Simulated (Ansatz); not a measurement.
Ag2Se⁻, relaxed as a doublet with UKS r2SCAN-D4/def2-TZVPD in Ansatz, starting from the GFN1-xTB geometry. Force threshold 0.02 eV/Å.

In the def2 sets Ag takes a core potential; there is no spin–orbit coupling. The highest occupied level of the charge -1 doublet lies above zero (up to 0.40 eV). By energy differences its removal costs 1.53 eV (vertical, to the charge 0 singlet, at r2SCAN-D4/def2-TZVPD); a positive level beside a positive removal energy at the same level points to self-interaction error. The relaxation made no stability test and no search for a lower SCF solution. The structure comes from a short search, and lower isomers may exist.

Start:

```xyz
3

Ag   -1.393   -0.067   -0.601
Ag    0.541   -1.079    0.922
Se    0.851    1.145   -0.322
```

**Question.** Estimate the energy that the relaxation releases and the steps that it takes.

**Answer.** 0.03 eV, in 4 steps; 12 s on 4 threads of Arm Neoverse V2 on a shared host. No frequencies were taken in this run, so the end may be a saddle point.

**Question.** Does the start keep its bonding and symmetry?

**Answer.** By distances, no bond broke or formed. The bond that changes most is Ag2–Se3, from 2.57 to 2.50 Å (atoms count from 1). Point group C2v at the start, C2v at the end, both within 0.05 Å.

**Question.** Predict the relaxed structure.

**Answer.** 
```xyz
3

Ag   -1.3961   -0.0276   -0.6267
Ag    0.5849   -1.0633    0.9328
Se    0.8112    1.0909   -0.3062
```
Bond lengths (bridged metal pairs left out): 2 × Ag–Se 2.50 Å.
